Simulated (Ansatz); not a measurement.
`[SH][Ge][Br]` + NH₃ → `[NH2][Ge][SH]` + HBr at 400 K and 1 bar (ligand exchange at a Ge–Br bond).

Computed with Ansatz on PBE0-D4/def2-TZVP structures; ΔE is electronic, products minus reactants. CBS: MP2 limit from def2 TZ/QZ plus the TZ coupled-cluster correction, frozen cores. This one scheme is used for every species. For Br, Ge outer-core shells are correlated without core-valence functions, which leaves a few kJ/mol of doubt a bond. Scalar relativity is left out up to krypton. One conformer a species, not always the lowest.

```tsv
species	CCSD(T)/CBS energy (Eh)	H − E (kJ/mol)	S (J/(mol·K))
`[SH][Ge][Br]`	-5047.87083	48.7	339.2
NH₃	-56.50880	104.2	203.1
`[NH2][Ge][SH]`	-2530.43678	116.5	329.7
HBr	-2573.91920	27.6	207.2
```

H − E and S are ideal-gas, rigid-rotor, harmonic terms from PBE0-D4/def2-TZVP, for one conformer and one mirror image of each species. 1 Eh = 2625.50 kJ/mol, R = 8.31446 J/(mol·K).

Problem. By hand: ΔE, ΔH, ΔS and ΔG.

Solution. ΔE = (-2530.43678) + (-2573.91920) − (-5047.87083) − (-56.50880) = 0.02365 Eh = 62.1 kJ/mol. Δ(H − E) = 116.5 + 27.6 − 48.7 − 104.2 = -8.8, so ΔH = 53.3 kJ/mol. ΔS = 329.7 + 207.2 − 339.2 − 203.1 = -5.4 J/(mol·K). ΔG = 53.3 − 400 × (-5.4)/1000 = 55.5 kJ/mol.

Problem. By hand: the equilibrium constant, and the temperature at which ΔG would vanish if ΔH and ΔS stayed fixed.

Solution. log₁₀ K = −ΔG/(RT ln 10) = -7.2. ΔH and −TΔS have one sign here, so there is no such temperature.

The number of gas molecules stays the same, so ΔS is small and ΔH decides. A doubt of 5 kJ/mol in ΔE shifts log₁₀ K by 0.7 here. Other conformers and mirror images would add mixing entropy, several J/(mol·K) or more a flexible species. These are equilibria of isolated gas molecules and say nothing of rates. Largest T1 diagnostic: 0.014 (customary marks: 0.02 for closed shells, 0.045 for open ones).

ΔS is within the doubt of such terms, so its sign, and with it that verdict, could turn.
